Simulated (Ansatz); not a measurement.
Conformers and stereoisomers of ClFH₄O₂Si₂, SMILES `O[SiH](F)[SiH](O)Cl`, each relaxed with PBE0-D4/def2-TZVP in Ansatz. CBS adds the triple-zeta coupled-cluster correction to the MP2 limit.

Not all of them had a frequency check.

Conformer A:

Cartesian coordinates in Å:
```
O 0.113 -1.880 -1.051
Si 0.828 -0.519 -0.499
F 1.691 -0.837 0.819
Si -0.866 0.954 0.190
O -1.398 0.582 1.693
Cl 0.004 2.828 0.142
H 0.641 -2.543 -1.501
H 1.794 0.018 -1.491
H -2.068 1.003 -0.668
H -0.740 0.393 2.366
```

Conformer B:

Z-matrix (Å, degrees):
```
Si
F 1 1.601
Si 1 2.343 2 108.2
O 1 1.634 2 110.3 3 -116.4
H 1 1.485 2 105.8 3 123.0
O 3 1.638 1 106.1 2 172.1
Cl 3 2.065 1 107.9 2 53.4
H 3 1.485 1 115.1 2 -63.9
H 4 0.959 1 119.4 2 -75.3
H 6 0.959 3 118.7 1 179.1
```

Conformer C:

Z-matrix (Å, degrees):
```
Si
F 1 1.600
Si 1 2.354 2 107.3
O 1 1.635 2 111.3 3 118.1
H 1 1.480 2 107.6 3 -126.2
O 3 1.638 1 113.7 2 -158.6
Cl 3 2.078 1 102.0 2 82.3
H 3 1.478 1 117.4 2 -34.8
H 4 0.961 1 116.8 2 -75.6
H 6 0.959 3 118.7 1 -50.5
```

Question: Which is lowest in electronic energy at CCSD(T)/CBS (frozen core, def2 sets), and by how much? (An estimate is asked.)

Answer: The calculation gave: C; A lies 1.9 kJ/mol higher, B lies 2.4 kJ/mol higher. Gaps under about 2 kJ/mol don't settle the order.

Question: Give the energies relative to C (kJ/mol) with r2SCAN-D4/def2-TZVPP, ωB97X-V/def2-TZVPP, ωB97M-V/def2-TZVPP, CCSD(T)/def2-TZVPP, HF/def2-QZVPP, HF/CBS(def2), MP2/CBS(def2). (Estimate.)

Answer: The calculation gave: 
```tsv
level	A	B
r2SCAN-D4/def2-TZVPP	3.4	5.2
ωB97X-V/def2-TZVPP	1.6	2.3
ωB97M-V/def2-TZVPP	2.4	3.6
CCSD(T)/def2-TZVPP	1.5	1.8
HF/def2-QZVPP	-1.9	-3.9
HF/CBS(def2)	-1.9	-3.9
MP2/CBS(def2)	2.0	2.6
```
